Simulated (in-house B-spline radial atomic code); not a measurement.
Zn²⁺. Computed with a B-spline radial atomic code. Model: all-electron spherical atom, spin shells full or empty, radial basis limit, no spin-orbit coupling, Breit or QED, empty-state partial waves extrapolated as (l+1/2)^-4, RPA, G0W0 and static COHSEX of the highest shell as one setting changes (uncorrelated shells keep exact exchange).

Empty levels are discrete states of a finite basis, so the steps are uneven.

Given: element Zn; charge 2; filled core Ar; hamiltonian one-electron scalar X2C; mean-field start Hartree-Fock; highest l of empty states 9; nuclear rms radius 3.9283 fm; lowest nl shells left uncorrelated 0; highest mean-field shell 3d; box radius 17.55 bohr.

Shell: 3d 5 5 (electrons up and down).

| highest empty level kept (hartree) | RPA correlation energy (hartree) | G0W0 level (eV) | G0W0 minus most complete (meV) | COHSEX level (eV) | linearised minus solved G0W0 (meV) |
| --- | --- | --- | --- | --- | --- |
| 3 | -0.20537 | -37.971 | 1957.2 | -38.01 | -7.4 |
| 6 | -0.38825 | -38.159 | 1768.4 | -38.568 | -6.2 |
| 10.5 | -0.58762 | -38.459 | 1468.6 | -39.39 | -5.1 |
| 18 | ? | ? | ? | ? | ? |
| 30 | ? | ? | ? | ? | ? |
| 54 | -1.2404 | -39.527 | 400.4 | -42.469 | -2.1 |
| 90 | -1.4153 | -39.718 | 210.1 | -43.018 | -1.7 |
| 180 | -1.6321 | -39.866 | 62.2 | -43.431 | -1.4 |
| 360 | -1.7769 | -39.911 | 17 | -43.551 | -1.3 |
| 750 | -1.8513 | -39.924 | 3.4 | -43.585 | -1.3 |
| 1800 | -1.9155 | -39.927 | 0.5 | -43.592 | -1.3 |
| 6000 | -1.9485 | -39.928 | 0 | -43.593 | -1.3 |

Question: What follows for highest empty level kept = 18?

Answer: RPA correlation energy -0.77891 hartree; G0W0 level -38.758 eV; G0W0 minus most complete 1170.1 meV; COHSEX level -40.243 eV; linearised minus solved G0W0 -4.1 meV.

Question: What follows for highest empty level kept = 30?

Answer: RPA correlation energy -1.052 hartree; G0W0 level -39.251 eV; G0W0 minus most complete 676.8 meV; COHSEX level -41.672 eV; linearised minus solved G0W0 -2.7 meV.
